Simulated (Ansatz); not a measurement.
System: C3H3F, charge 0, singlet. C3H3F (SMILES C=C=CF).
B3LYP-D3(BJ)/def2-TZVP minimum from Ansatz (an electronic-structure program):
```xyz
7

C     -1.8617    -0.2337    -0.0659
C     -0.5626    -0.2506    -0.1046
C      0.7338    -0.3047    -0.1606
F      1.5217     0.7013     0.2939
H     -2.4482     0.1702    -0.8849
H     -2.4086    -0.6172     0.7893
H      1.3043    -1.1309    -0.5626
```
Charge 0, spin multiplicity 1.

Atomisation energy term by term, kcal/mol (programs: Ansatz). Radicals and triplets start from unrestricted determinants; spin-orbit coupling is neglected. Correlated methods leave the cores frozen. Rows without X2C or -DK are non-relativistic. CBS(X,Y): correlation extrapolated as X^-3, Hartree-Fock from the larger set (Q,5: extrapolated as (X+1)exp(-9√X)). A bracket is a step between two methods taken in the basis named. 'core' is core correlation in cc-pwCVTZ, 'X2C' scalar relativity in cc-pVTZ-DK, both at CCSD(T). Where a partner has so few electrons that a lower coupled-cluster level is exact, that level stands in. The restricted determinant of C3H3F (C=C=CF, singlet) is unstable towards broken spin symmetry in at least one set run.

| term | basis | kcal/mol |
|---|---|---|
| Hartree-Fock | CBS(cc-pVQZ,cc-pV5Z) | 506.32 |
| CCSD correlation | CBS(cc-pVQZ,cc-pV5Z) | 181.81 |
| (T) | CBS(cc-pVQZ,cc-pV5Z) | 15.40 |
| CCSDT(Q) - CCSD(T) | cc-pVDZ | 0.87 |
| core correlation | cc-pwCVTZ | 3.54 |
| scalar relativity | X2C, cc-pVTZ-DK | -0.65 |
| sum: De |  | 707.3 |
